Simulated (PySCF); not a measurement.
## Sb⁺ (antimony, charge +1): UHF calculation

Configuration: [Kr] 4d10 5s2 5p2, high-spin 3P determinant. Computed with PySCF 2.14 in dyall-av2z (22s16p12d, 130 functions), with the non-relativistic Hamiltonian (point nucleus).

| Property | Result |
| --- | --- |
| Total energy | -6313.160524 hartree |
| One-electron energy | -8678.4636 hartree |
| Hartree (Coulomb) energy | 2528.9096 hartree |
| Exchange energy | -163.6065 hartree |
| Kinetic energy | 6313.19885 hartree |
| ⟨S²⟩ | 2.0109 |
| ⟨L²⟩ | 2.031 |
| Sum of ⟨r⟩ | 33.75 bohr |
| Sum of ⟨r²⟩ | 49.91 bohr² |
| Traceless quadrupole moment −½Σ⟨3z² − r²⟩ along its main axis | 3.39 e·bohr² |
| Density at the nucleus (Gaussians lack the cusp) | 93000 bohr⁻³ |
| Spin density at the nucleus | -0.297 bohr⁻³ |
| Langevin diamagnetic susceptibility | -39.5 ×10⁻⁶ cm³/mol |

```json
{"shell": "1s α", "electrons": "1", "mean orbital energy (hartree)": "-1085.91202", "spread (hartree)": "0", "rms radius, mean of both spins (bohr)": "0.0345"}
{"shell": "1s β", "electrons": "1", "mean orbital energy (hartree)": "-1085.90838", "spread (hartree)": "0", "rms radius, mean of both spins (bohr)": "0.0345"}
{"shell": "2s α", "electrons": "1", "mean orbital energy (hartree)": "-165.07852", "spread (hartree)": "0", "rms radius, mean of both spins (bohr)": "0.139"}
{"shell": "2s β", "electrons": "1", "mean orbital energy (hartree)": "-165.07738", "spread (hartree)": "0", "rms radius, mean of both spins (bohr)": "0.139"}
{"shell": "2p α", "electrons": "3", "mean orbital energy (hartree)": "-154.32491", "spread (hartree)": "0.00069", "rms radius, mean of both spins (bohr)": "0.121"}
{"shell": "2p β", "electrons": "3", "mean orbital energy (hartree)": "-154.32189", "spread (hartree)": "0.00299", "rms radius, mean of both spins (bohr)": "0.121"}
{"shell": "3s α", "electrons": "1", "mean orbital energy (hartree)": "-33.95761", "spread (hartree)": "0", "rms radius, mean of both spins (bohr)": "0.365"}
{"shell": "3s β", "electrons": "1", "mean orbital energy (hartree)": "-33.95371", "spread (hartree)": "0", "rms radius, mean of both spins (bohr)": "0.365"}
{"shell": "3p α", "electrons": "3", "mean orbital energy (hartree)": "-29.42784", "spread (hartree)": "0.00124", "rms radius, mean of both spins (bohr)": "0.359"}
{"shell": "3p β", "electrons": "3", "mean orbital energy (hartree)": "-29.42201", "spread (hartree)": "0.00885", "rms radius, mean of both spins (bohr)": "0.359"}
{"shell": "3d α", "electrons": "5", "mean orbital energy (hartree)": "-21.11826", "spread (hartree)": "0.00505", "rms radius, mean of both spins (bohr)": "0.331"}
{"shell": "3d β", "electrons": "5", "mean orbital energy (hartree)": "-21.11624", "spread (hartree)": "0.00748", "rms radius, mean of both spins (bohr)": "0.331"}
{"shell": "4s α", "electrons": "1", "mean orbital energy (hartree)": "-6.38684", "spread (hartree)": "0", "rms radius, mean of both spins (bohr)": "0.872"}
{"shell": "4s β", "electrons": "1", "mean orbital energy (hartree)": "-6.37669", "spread (hartree)": "0", "rms radius, mean of both spins (bohr)": "0.872"}
{"shell": "4p α", "electrons": "3", "mean orbital energy (hartree)": "-4.76798", "spread (hartree)": "0.00269", "rms radius, mean of both spins (bohr)": "0.925"}
{"shell": "4p β", "electrons": "3", "mean orbital energy (hartree)": "-4.75576", "spread (hartree)": "0.02100", "rms radius, mean of both spins (bohr)": "0.925"}
{"shell": "4d α", "electrons": "5", "mean orbital energy (hartree)": "-2.00980", "spread (hartree)": "0.01462", "rms radius, mean of both spins (bohr)": "1.10"}
{"shell": "4d β", "electrons": "5", "mean orbital energy (hartree)": "-2.00088", "spread (hartree)": "0.02330", "rms radius, mean of both spins (bohr)": "1.10"}
{"shell": "5s α", "electrons": "1", "mean orbital energy (hartree)": "-0.93958", "spread (hartree)": "0", "rms radius, mean of both spins (bohr)": "2.45"}
{"shell": "5s β", "electrons": "1", "mean orbital energy (hartree)": "-0.77755", "spread (hartree)": "0", "rms radius, mean of both spins (bohr)": "2.45"}
{"shell": "5p α", "electrons": "2", "mean orbital energy (hartree)": "-0.60099", "spread (hartree)": "0", "rms radius, mean of both spins (bohr)": "2.91"}
```

A non-relativistic calculation at this Z misses sizeable relativistic shifts.

Spin-orbit constants ζ (cm⁻¹) from the X2C one-electron operator on these orbitals (non-relativistic here): bare nucleus, nucleus screened by l(l+1)(2l+1)/3 electrons, and screened by the Breit-Pauli mean field of the electrons.

| shell | bare | screened nucleus | mean field |
| --- | --- | --- | --- |
| 2p | 1155000 | 1109000 | 1087000 |
| 3p | 210500 | 202300 | 197300 |
| 3d | 37260 | 29950 | 28850 |
| 4p | 36570 | 35140 | 34180 |
| 4d | 4703 | 3781 | 3567 |
| 5p | 2939 | 2823 | 2737 |

To first order the Landé constant is A = 1369 cm⁻¹, so the lowest level has J = 0 and lies 0.339 eV below the centre of the term. This holds in LS coupling only.
